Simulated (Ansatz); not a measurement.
Run times for AlSi3H9 (Al(SiH3)3)

AlSi3H9 has 13 atoms, charge 0, and is taken as a singlet. SMILES: `[SiH3][Al]([SiH3])[SiH3]`. Geometry: a GFN2-xTB relaxation, a rough one for these elements and not checked as a minimum.

```
atom    x (Å)    y (Å)    z (Å)
  Al  -0.0077   0.0033  -0.0032
  Si   2.4305  -0.0249  -0.0193
   H   3.0181   1.3349   0.0559
   H   3.0594  -0.6165  -1.2240
   H   3.0715  -0.7519   1.1018
  Si  -1.2010   2.1308  -0.0034
   H  -0.8087   3.0795   1.0653
   H  -2.6633   1.9663   0.1837
   H  -1.0894   2.9337  -1.2437
  Si  -1.2373  -2.1031   0.0202
   H  -0.3321  -3.2744  -0.0838
   H  -2.2031  -2.2993  -1.0862
   H  -2.0371  -2.3785   1.2366
```

Program: Ansatz 0.2.0. Hardware: 1 thread of Intel Xeon at 2.70GHz, shared host, so times are rough. Ansatz fits the integrals of SCF and DFT runs by default. Its times include its search for lower SCF states.

Question: Estimate their order by wall time, quickest first.
A. energy of the triplet at CASSCF(10,10)/pc-1 (sfX2C, density fitting with cc-pVTZ-jkfit, def2-SVP-rifit for correlation), no orbitals frozen
B. gradient at HF/STO-3G
C. gradient at HF/def2-SVP
D. gradient at HF/def2-SVPD

Answer: B (2.1 s), C (8.7 s), D (23 s), A (3.1 min).
